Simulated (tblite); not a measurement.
Species: C3H6ClOSi (doublet state).
SMILES with atom numbers: `[OH:1][CH:2]/[C:3]([Cl:4])=[CH:5]\[SiH3:6]` (hydrogens: H7 on O1; H8 on C2; H9 on C5; H10, H11, H12 on Si6)

Structure used (GFN2-xTB), in Å, numbered top down from 1:
```xyz
12
C3H6ClOSi angstrom
O      2.5477   -0.5009   -0.9820
C      1.2657   -0.2581   -0.6927
C      0.7704   -0.0605    0.5764
Cl     1.9937   -0.1407    1.8605
C     -0.5326    0.1838    0.9277
Si    -1.9584    0.2782   -0.2699
H      3.0519   -0.5119   -0.1475
H      0.6167   -0.2255   -1.5516
H     -0.7363    0.3222    1.9782
H     -3.1667    0.5051    0.5220
H     -2.0826   -0.9727   -1.0269
H     -1.7683    1.3804   -1.2201
```

Method: GFN2-xTB as coded in tblite; computed harmonic values from a numerical Hessian at the method's own geometry, unscaled. This tight-binding method is rough: wavenumbers can miss measured ones by several per cent, in bad cases by 10 to 20. Modes of hydrogen on silicon can be 10 to 20 % off. One conformer, not necessarily the lowest. Open shells enter through the occupations alone, without spin polarisation, and single modes of such species can be off by tens of per cent.

Harmonic wavenumbers (cm⁻¹): 96.1, 104.5, 143.0, 223.0, 237.8, 304.9, 436.8, 510.9, 534.2, 543.5, 571.5, 647.2, 683.8, 729.2, 779.4, 785.9, 802.3, 823.5, 1065.8, 1144.4, 1243.4, 1267.5, 1377.1, 1528.4, 2214.0, 2229.3, 2272.0, 3085.2, 3117.2, 3326.4.

A = 3750, B = 1282, C = 965.7 MHz; mass 120.988 u (most abundant isotopes); point group Cs, symmetry number 1; spin multiplicity 2.

**Question.** Zero-point energy?

**Answer.** ½Σν̃ = 16414 cm⁻¹ = 196.36 kJ/mol.

**Question.** Entropy at 273.15 K, 1 bar (ideal gas, RRHO, classical rotation)?

**Answer.** Translation 166.85, rotation 118.69, vibration 75.22, spin (R ln 2) 5.76: S = 366.5 J/(mol K).

**Question.** And Cp and H(273.15 K) − H(0)?

**Answer.** Cp = 123.52 J/(mol K), of which vibrations give 90.27 (their classical limit is 30 R = 249.4); H(273.15 K) − H(0) = 20.89 kJ/mol without the zero-point energy, 11.80 from vibrations.

**Question.** Blend soft modes into free rotors: weight 1/[1 + (100 cm⁻¹/ν̃)⁴] for the oscillator and the rest for a rotor with moment μB/(μ + B), μ = h/(8π²ν), B = 10⁻⁴⁴ kg m². What vibrational entropy results?

**Answer.** 73.02 J/(mol K) in place of 75.22, which changes −T·S at 273.15 K by +0.60 kJ/mol.

**Question.** Which modes carry the vibrational entropy at 273.15 K?

**Answer.** 96.1 cm⁻¹: 14.06; 104.5 cm⁻¹: 13.38; 143.0 cm⁻¹: 10.86; 223.0 cm⁻¹: 7.44; 237.8 cm⁻¹: 6.97; 304.9 cm⁻¹: 5.22 J/(mol K); the other 24 give 17.29 together.

**Question.** What must be added to the electronic energy to get the Gibbs energy at 273.15 K and 1 bar?

**Answer.** ZPE + [H(273.15 K) − H(0)] − T·S = 196.36 + 20.89 − 100.11 = 117.14 kJ/mol.

**Question.** How do the functions run with temperature in this model?

**Answer.** 
| T (K) | S (J/(mol K)) | Cp (J/(mol K)) | H − H(0) (kJ/mol) | G − H(0) (kJ/mol) | ln q(vib) |
| --- | --- | --- | --- | --- | --- |
| 150 | 306.2 | 81.2 | 8.22 | -37.70 | 1.59 |
| 250 | 355.9 | 116.1 | 18.11 | -70.86 | 3.41 |
| 298.15 | 377.7 | 131.1 | 24.07 | -88.53 | 4.33 |
| 400 | 420.0 | 157.2 | 38.81 | -129.19 | 6.28 |
| 600 | 490.9 | 192.0 | 74.01 | -220.53 | 10.02 |
| 900 | 575.2 | 222.9 | 136.67 | -380.98 | 15.11 |

q(vib) and H(0) count from the zero-point level.

Hindered rotation and anharmonicity are outside this model. Other conformers, if any are populated, would add a mixing term that is left out.
